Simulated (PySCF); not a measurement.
ZnClI, SMILES [Cl][Zn][I].

Coordinates come from a PBE-D3(BJ)/def2-TZVP optimisation. The def2 effective core potentials stand for the cores of I; spin–orbit coupling is left out.

The numbers are results of TDDFT-M06-2X/def2-SVPD run with PySCF, not measurements.

Vertical excitations; the highest root listed may be one member of a degenerate set. The molecule is in vacuum. State labels are in the subgroup C2v.

Computed lowest excited states:
```json
[
 {"state": "S1", "symmetry": "B1", "energy (eV)": "5.06", "λ (nm)": "245", "f": "0.017", "main pairs": "HOMO−1→LUMO (degenerate set)"},
 {"state": "S2", "symmetry": "B2", "energy (eV)": "5.06", "λ (nm)": "245", "f": "0.017", "main pairs": "HOMO→LUMO (degenerate set)"},
 {"state": "S3", "symmetry": "A2", "energy (eV)": "6.08", "λ (nm)": "204", "f": "0.000", "main pairs": "HOMO−1→LUMO+2 49 %, HOMO→LUMO+1 49 %"},
 {"state": "S4", "symmetry": "A2", "energy (eV)": "6.22", "λ (nm)": "199", "f": "0.000", "main pairs": "HOMO→LUMO+1, HOMO−1→LUMO+2 (degenerate set)"},
 {"state": "S5", "symmetry": "A1", "energy (eV)": "6.22", "λ (nm)": "199", "f": "0.000", "main pairs": "HOMO−1→LUMO+1, HOMO→LUMO+2 (degenerate set)"},
 {"state": "S6", "symmetry": "B2", "energy (eV)": "6.32", "λ (nm)": "196", "f": "0.034", "main pairs": "HOMO−2→LUMO (degenerate set)"},
 {"state": "S7", "symmetry": "B1", "energy (eV)": "6.32", "λ (nm)": "196", "f": "0.034", "main pairs": "HOMO−3→LUMO (degenerate set)"},
 {"state": "S8", "symmetry": "A1", "energy (eV)": "6.43", "λ (nm)": "193", "f": "0.000", "main pairs": "HOMO−4→LUMO 36 %, HOMO→LUMO+2 31 %, HOMO−1→LUMO+1 31 %"},
 {"state": "S9", "symmetry": "A2", "energy (eV)": "7.35", "λ (nm)": "169", "f": "0.000", "main pairs": "HOMO−3→LUMO+2 49 %, HOMO−2→LUMO+1 49 %"},
 {"state": "S10", "symmetry": "A1", "energy (eV)": "7.44", "λ (nm)": "167", "f": "0.000", "main pairs": "HOMO−3→LUMO+1 49 %, HOMO−2→LUMO+2 49 %"},
 {"state": "T1", "symmetry": "B1", "energy (eV)": "4.78", "λ (nm)": "260", "f": "0", "main pairs": "HOMO−1→LUMO (degenerate set)"},
 {"state": "T2", "symmetry": "B2", "energy (eV)": "4.78", "λ (nm)": "260", "f": "0", "main pairs": "HOMO→LUMO (degenerate set)"},
 {"state": "T3", "symmetry": "A1", "energy (eV)": "5.73", "λ (nm)": "216", "f": "0", "main pairs": "HOMO−4→LUMO 38 %, HOMO−1→LUMO+1 29 %, HOMO→LUMO+2 29 %"},
 {"state": "T4", "symmetry": "B1", "energy (eV)": "6.01", "λ (nm)": "206", "f": "0", "main pairs": "HOMO−3→LUMO 94 %"}
]
```
Triplets are in the Tamm–Dancoff approximation, which puts them higher than full response would, so one can lie above its singlet here.
